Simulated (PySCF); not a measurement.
Species: C6H11FO2Si.
SMILES with atom numbers: `[CH3:1][C:2](=[O:3])[O:4][Si@@H:5]([F:6])[CH:7]1[CH2:8][CH2:9][CH2:10]1`

Structure used (PBE0-D3(BJ)/def2-SVP), in Å, numbered top down from 1:
```
atom  x, y, z in Å
C1     3.129    1.521    0.153
C2     1.945    0.810   -0.421
O3     1.393    1.094   -1.459
O4     1.521   -0.210    0.329
Si5    0.159   -1.049   -0.292
F6    -0.046   -2.197    0.840
C7    -1.356    0.014   -0.267
C8    -2.742   -0.664   -0.087
C9    -3.127    0.467    0.884
C10   -1.633    0.798    1.046
H11    3.963    0.814    0.268
H12    3.421    2.351   -0.500
H13    2.882    1.894    1.158
H14    0.523   -1.743   -1.550
H15   -1.352    0.695   -1.132
H16   -2.656   -1.631    0.432
H17   -3.355   -0.804   -0.989
H18   -3.662    1.277    0.364
H19   -3.695    0.197    1.788
H20   -1.199    0.298    1.926
H21   -1.334    1.857    1.067
```

Probes without a nucleus sit at each ring's centroid and 1 Å off its mean plane on both sides; NICS is minus the shielding there, NICSzz its component along the normal. Level: GIAO B3LYP/pcSseg-1 (PySCF, non-relativistic, gas phase) on the PBE0-D3(BJ)/def2-SVP geometry, one conformer.

Ring bond lengths (Å): C7–C8 1.553, C8–C9 1.539, C9–C10 1.539, C10–C7 1.554.

Problem. What do the NICS probes read (ppm)?

Solution. 
```
        ring                                            type  NICS(0)  NICS(1), two faces  NICS(1)zz, two faces  rms pucker (Å)  centre to ring atoms, mean (Å)
C7–C8–C9–C10  4-membered carbocycle; formal bonds all single     -0.4         -0.4 / -0.8             4.8 / 5.1            0.12                            1.09
```

Problem. What can be read from them?

Solution. 
- C7–C8–C9–C10: mean NICS(1)zz 4.9 ppm, deshielded. C7, C8, C9, C10 have four or more neighbours, so the value isn't read as a sign of a π ring current.

Problem. What is the mean of the two in-plane components of NICS at the second NICS(1) probe listed for ring C7–C8–C9–C10, 1 Å off the ring?

Solution. The isotropic value is a third of the trace: (3 × -0.8 − (5.1))/2 = -3.8 ppm.

Problem. How shielded are the nuclei of the rings and their hydrogens (means over atoms taken as equivalent)?

Solution. 
```json
{"atoms": "C7", "environment": "sp3 carbon bound to silicon", "σ isotropic (ppm)": "155.5"}
{"atoms": "C8", "environment": "four-membered-ring carbon", "σ isotropic (ppm)": "155.8"}
{"atoms": "C9", "environment": "four-membered-ring carbon", "σ isotropic (ppm)": "152.9"}
{"atoms": "C10", "environment": "four-membered-ring carbon", "σ isotropic (ppm)": "155.4"}
{"atoms": "H15", "environment": "methine hydrogen", "σ isotropic (ppm)": "29.17"}
{"atoms": "H16", "environment": "methylene hydrogen", "σ isotropic (ppm)": "29.15"}
{"atoms": "H17", "environment": "methylene hydrogen", "σ isotropic (ppm)": "29.62"}
{"atoms": "H18", "environment": "methylene hydrogen", "σ isotropic (ppm)": "29.13"}
{"atoms": "H19", "environment": "methylene hydrogen", "σ isotropic (ppm)": "29.50"}
{"atoms": "H20", "environment": "methylene hydrogen", "σ isotropic (ppm)": "29.20"}
{"atoms": "H21", "environment": "methylene hydrogen", "σ isotropic (ppm)": "29.64"}
```

Problem. How do the values depend on the level or the medium?

Solution. 
| level | NICS(0), C7–C8–C9–C10 | mean NICS(1)zz, C7–C8–C9–C10 |
| --- | --- | --- |
| B3LYP/pcSseg-1, gas | -0.4 | 4.9 |
| PBE0/pcSseg-1, gas | -0.6 | 4.9 |

The geometry is the same throughout.
